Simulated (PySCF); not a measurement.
C3H8O2Si, SMILES C/C=C/O[SiH2]O.

Geometry: PBE-D3(BJ)/def2-SVP. The structure was generated by enumeration; whether it is a known compound was not checked. Other conformers were not sampled.

Computed with PySCF with PBE-D3(BJ)/def2-SVP.

Frequencies are harmonic and unscaled.

Question: List the normal modes with their intensities. (An estimate is asked for; the answer gives what the named calculation found.)

Answer: 
| mode | ν (cm⁻¹) | IR (km/mol) | moving atoms (share of kinetic energy) |
|---|---|---|---|
| 1 | 51 | 0.5 | O 46 %, C 28 %, H 25 % |
| 2 | 63 | 2.2 | H 50 %, O 24 %, C 21 % |
| 3 | 129 | 6.0 | H 31 %, C 29 %, O 24 %, Si 16 % |
| 4 | 202 | 3.3 | H 67 %, C 28 % |
| 5 | 234 | 11.8 | H 50 %, C 24 %, O 16 %, Si 9 % |
| 6 | 291 | 56.8 | H 61 %, C 23 %, O 14 % |
| 7 | 309 | 1.7 | C 42 %, O 31 %, H 25 % |
| 8 | 357 | 82.4 | O 48 %, H 31 %, C 11 %, Si 10 % |
| 9 | 437 | 7.2 | C 46 %, Si 25 %, H 18 %, O 11 % |
| 10 | 627 | 85.0 | H 78 %, Si 15 % |
| 11 | 750 | 29.5 | H 89 % |
| 12 | 789 | 11.6 | H 56 %, C 38 % |
| 13 | 793 | 45.1 | O 52 %, H 25 %, Si 12 %, C 11 % |
| 14 | 837 | 102.9 | H 52 %, O 31 %, Si 10 % |
| 15 | 882 | 24.1 | H 72 %, O 19 % |
| 16 | 897 | 299.0 | H 86 %, Si 10 % |
| 17 | 912 | 2.8 | H 80 %, C 16 % |
| 18 | 917 | 47.8 | H 75 %, C 18 % |
| 19 | 941 | 258.4 | H 52 %, Si 31 %, O 14 % |
| 20 | 1008 | 0.0 | H 65 %, C 35 % |
| 21 | 1108 | 2.8 | C 59 %, H 39 % |
| 22 | 1190 | 343.4 | C 40 %, O 40 %, H 20 % |
| 23 | 1236 | 99.6 | H 64 %, C 28 %, O 8 % |
| 24 | 1306 | 5.0 | H 84 %, C 16 % |
| 25 | 1351 | 3.7 | H 72 %, C 27 % |
| 26 | 1398 | 6.7 | H 97 % |
| 27 | 1416 | 7.7 | H 95 % |
| 28 | 1708 | 114.4 | C 91 %, H 9 % |
| 29 | 2199 | 93.3 | H 98 % |
| 30 | 2210 | 137.8 | H 95 % |
| 31 | 2950 | 41.8 | H 97 % |
| 32 | 3014 | 16.5 | H 91 %, C 9 % |
| 33 | 3032 | 24.2 | H 92 %, C 8 % |
| 34 | 3052 | 14.5 | H 91 %, C 9 % |
| 35 | 3095 | 12.7 | H 92 %, C 8 % |
| 36 | 3761 | 80.2 | H 94 % |
